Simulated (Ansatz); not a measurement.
Cost and result for the atomization energy of `[OH][SbH][SiH2][SeH]` (9 atoms, 8 bonds).

Z-matrix (Å, degrees):
```
Si
Sb 1 2.594
Se 1 2.272 2 106.7
H 1 1.487 2 110.4 3 -119.6
H 1 1.489 2 109.9 3 122.0
O 2 1.991 1 92.3 3 -21.5
H 2 1.711 1 89.9 3 71.5
H 3 1.479 1 90.1 2 20.5
H 6 0.961 2 110.2 1 -129.0
```

Charge 0, multiplicity 1. Correlated methods include outer-core shells of Sb, Se, which these sets cover unevenly. Scalar relativity is left out up to krypton. Sb takes the def2 core potential. All single points use the PBE0-D4/def2-TZVP geometry. It is one conformer, not always the lowest. Program: Ansatz. All runs use 4 threads of an AMD EPYC 9R45 on a shared host. Times are those of one run each, without the atoms' runs, and a repeat can differ threefold. Electronic energies, without spin–orbit coupling; frozen cores. CCSD(T)/CBS adds CCSD(T) − MP2 in def2-TZVPP to the MP2 limit, and its time is that of the two runs behind it. T1 = 0.013. With those shells the extrapolation isn't a true limit. HSE06 is the plane-wave form, built on full-range PBE exchange.

CCSD(T)/CBS is a level of theory with its own doubt, some kJ/mol a heavy atom from the limit and from the frozen cores, so smaller differences don't rank the functionals.

```tsv
level	functions	wall time
LDA (SPW92)/def2-TZVPP	241	0.75 s
revPBE-D4/def2-TZVPP	241	1.1 s
PBE-D4/def2-TZVPP (with forces)	241	1.4 s
HSE06-D4/def2-TZVPP	241	1.9 s
CAM-B3LYP-D4/def2-TZVPP	241	2.1 s
PBE-QIDH/def2-TZVPP	241	3.2 s
ωB97X-V/def2-TZVPP	241	4 s
B97M-V/def2-TZVPP	241	4.1 s
CCSD(T)/def2-SVP	115	4.7 s
ωB97M-V/def2-TZVPP (with forces)	241	6.5 s
MP2/def2-QZVPP	448	11 s
CCSD(T)/def2-TZVPP	241	98 s
CCSD(T)/CBS(def2)	–	110 s
```

Q: What atomization energy does each give, and how far from CCSD(T)/CBS? (An estimate is asked.)

A: The calculation gave: 
```json
{"level": "LDA (SPW92)/def2-TZVPP", "atomization (kcal/mol)": "695.0", "difference from CCSD(T)/CBS": "92.1", "per bond": "11.5"}
{"level": "revPBE-D4/def2-TZVPP", "atomization (kcal/mol)": "588.8", "difference from CCSD(T)/CBS": "-14.1", "per bond": "-1.8"}
{"level": "PBE-D4/def2-TZVPP (with forces)", "atomization (kcal/mol)": "604.4", "difference from CCSD(T)/CBS": "1.5", "per bond": "0.2"}
{"level": "HSE06-D4/def2-TZVPP", "atomization (kcal/mol)": "589.1", "difference from CCSD(T)/CBS": "-13.8", "per bond": "-1.7"}
{"level": "CAM-B3LYP-D4/def2-TZVPP", "atomization (kcal/mol)": "596.3", "difference from CCSD(T)/CBS": "-6.6", "per bond": "-0.8"}
{"level": "PBE-QIDH/def2-TZVPP", "atomization (kcal/mol)": "581.7", "difference from CCSD(T)/CBS": "-21.2", "per bond": "-2.7"}
{"level": "ωB97X-V/def2-TZVPP", "atomization (kcal/mol)": "603.8", "difference from CCSD(T)/CBS": "0.9", "per bond": "0.1"}
{"level": "B97M-V/def2-TZVPP", "atomization (kcal/mol)": "602.4", "difference from CCSD(T)/CBS": "-0.5", "per bond": "-0.1"}
{"level": "CCSD(T)/def2-SVP", "atomization (kcal/mol)": "533.4", "difference from CCSD(T)/CBS": "-69.5", "per bond": "-8.7"}
{"level": "ωB97M-V/def2-TZVPP (with forces)", "atomization (kcal/mol)": "594.0", "difference from CCSD(T)/CBS": "-8.9", "per bond": "-1.1"}
{"level": "MP2/def2-QZVPP", "atomization (kcal/mol)": "592.6", "difference from CCSD(T)/CBS": "-10.3", "per bond": "-1.3"}
{"level": "CCSD(T)/def2-TZVPP", "atomization (kcal/mol)": "577.5", "difference from CCSD(T)/CBS": "-25.4", "per bond": "-3.2"}
{"level": "CCSD(T)/CBS(def2)", "atomization (kcal/mol)": "602.9", "difference from CCSD(T)/CBS": "0.0", "per bond": "0.0"}
```

The D4 term adds +10.7 kcal/mol with B3LYP and +5.6 kcal/mol with PBE0; it sums over pairs of atoms, weighted by their polarisabilities, and B3LYP, whose exchange is more repulsive, gets the larger term. In def2-TZVPP, CCSD(T) changes the Hartree–Fock value by +190.1 kcal/mol (the triples alone add +12.2 kcal/mol) and MP2 by +190.1 kcal/mol; breaking electron pairs costs correlation energy, which Hartree–Fock lacks. Leaving LDA and LC-ωPBE aside and taking each functional with its dispersion term where it has one, the values, not all of them listed here, spread over 28.0 kcal/mol, from BHLYP-D4 to PBE-D4. LDA lies +97.2 kcal/mol from PBE without D4, its usual overbinding.

B3LYP here is the variant with VWN-RPA as its local correlation; programs differ in this.

For some Ge, Se and Sn compounds the MP2-based and the directly extrapolated limit differ by 10 to 25 kJ/mol.
